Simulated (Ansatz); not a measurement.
Cost and result for the atomization energy of CH6BSb, SMILES `[BH2][SbH][CH3]` (9 atoms, 8 bonds).

Cartesian coordinates in Å:
```
B -0.1776 -0.5173 1.7750
Sb -0.6255 -1.0090 -0.3188
C 0.5875 0.4747 -1.3182
H 0.9385 -0.2387 2.1000
H -1.0131 -0.6654 2.6155
H -2.1107 -0.1760 -0.3889
H 0.3461 1.4772 -0.9726
H 0.4227 0.4019 -2.3920
H 1.6319 0.2526 -1.1001
```

The species carries charge 0 and has multiplicity 1. Correlated methods include outer-core shells of Sb, which these sets cover unevenly. Sb: def2 effective core potential. All single points use the PBE0-D4/def2-TZVP geometry. Program: Ansatz. All runs use 2 threads of an Intel Xeon 6975P-C on a shared host. Times are those of one run each, without the atoms' runs, and a repeat can differ threefold. Electronic energies, without spin–orbit coupling; frozen cores. CCSD(T)/CBS adds CCSD(T) − MP2 in def2-TZVPP to the MP2 limit, and its time is that of the two runs behind it. T1 = 0.015. With those shells the extrapolation isn't a true limit. HSE06 is the plane-wave form, built on full-range PBE exchange.

CCSD(T)/CBS is a level of theory with its own doubt, some kJ/mol a heavy atom from the limit and from the frozen cores, so smaller differences don't rank the functionals.

| level | functions | wall time |
| --- | --- | --- |
| LDA (SPW92)/def2-TZVPP | 196 | 0.75 s |
| PBE-D4/def2-TZVPP (with forces) | 196 | 1.5 s |
| PBE0-D4/def2-TZVPP | 196 | 1.7 s |
| HSE06-D4/def2-TZVPP | 196 | 1.7 s |
| CAM-B3LYP-D4/def2-TZVPP | 196 | 1.9 s |
| r2SCANh-D4/def2-TZVPP | 196 | 2.3 s |
| CCSD(T)/def2-SVP | 84 | 2.8 s |
| PBE-QIDH/def2-TZVPP | 196 | 3.3 s |
| B97M-V/def2-TZVPP | 196 | 4.3 s |
| ωB97M-V/def2-TZVPP (with forces) | 196 | 6 s |
| MP2/def2-QZVPP | 376 | 12 s |
| CCSD(T)/def2-TZVPP | 196 | 27 s |
| CCSD(T)/CBS(def2) | – | 38 s |

(1) What atomization energy does each give, and how far from CCSD(T)/CBS? (An estimate is asked.)

Answers

(1) Computed: 
```
                           level  atomization (kcal/mol)  difference from CCSD(T)/CBS  per bond
          LDA (SPW92)/def2-TZVPP                   753.8                         86.3      10.8
 PBE-D4/def2-TZVPP (with forces)                   674.2                          6.7       0.8
              PBE0-D4/def2-TZVPP                   666.7                         -0.8      -0.1
             HSE06-D4/def2-TZVPP                   666.7                         -0.8      -0.1
         CAM-B3LYP-D4/def2-TZVPP                   672.1                          4.6       0.6
           r2SCANh-D4/def2-TZVPP                   665.2                         -2.3      -0.3
                CCSD(T)/def2-SVP                   625.0                        -42.5      -5.3
             PBE-QIDH/def2-TZVPP                   660.3                         -7.2      -0.9
               B97M-V/def2-TZVPP                   673.6                          6.1       0.8
ωB97M-V/def2-TZVPP (with forces)                   667.4                         -0.1       0.0
                  MP2/def2-QZVPP                   657.0                        -10.5      -1.3
              CCSD(T)/def2-TZVPP                   651.3                        -16.2      -2.0
               CCSD(T)/CBS(def2)                   667.5                          0.0       0.0
```

Leaving LDA and LC-ωPBE aside and taking each functional with its dispersion term where it has one, the values, not all of them listed here, spread over 15.4 kcal/mol, from BHLYP-D4 to PBE-D4. LDA lies +83.4 kcal/mol from PBE without D4, its usual overbinding. From BLYP to BHLYP (50 % exact exchange), in def2-TZVPP and without D4, the atomization energy moves by −6.9 kcal/mol: exact exchange takes away binding that semilocal exchange gives to molecules. The D4 term adds +6.3 kcal/mol with B3LYP and +3.2 kcal/mol with PBE0; it sums over pairs of atoms, weighted by their polarisabilities, and B3LYP, whose exchange is more repulsive, gets the larger term.

B3LYP here is the variant with VWN-RPA as its local correlation; programs differ in this.
